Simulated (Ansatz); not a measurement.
Reaction (isomerisation): `OC[SiH2]P` → `C[SiH2]OP`

Calculated with Ansatz (gas phase, PBE0-D4/def2-TZVP geometries, no zero-point term in ΔE). CCSD(T)/CBS adds triple-zeta CCSD(T) − MP2 to the extrapolated MP2 energy (def2 sets, frozen cores). DFT in def2-TZVPP. One conformer a species, not always the lowest.

```csv
level,ΔE (kJ/mol)
PBE0-D4,-154.6
MP2/CBS(def2),-183.3
```

(1) What does CCSD(T)/CBS give? (Best estimate.)

Largest T1 diagnostic among the species: 0.013.

Results:

(1) The calculation gave: -174.6 kJ/mol. The listed levels differ from it by 20.0, -8.7 kJ/mol.

In def2-TZVPP, CCSD(T) changes the Hartree–Fock value by +31.1 kJ/mol (the triples alone add +5.1 kJ/mol) and MP2 by +22.4 kJ/mol. From PBE to PBE0 (25 % exact exchange), in def2-TZVPP and without D4, ΔE moves by −10.2 kJ/mol.

CCSD(T)/CBS has its own doubt, a few kJ/mol and more with outer-core shells, so smaller differences from it don't rank the levels.
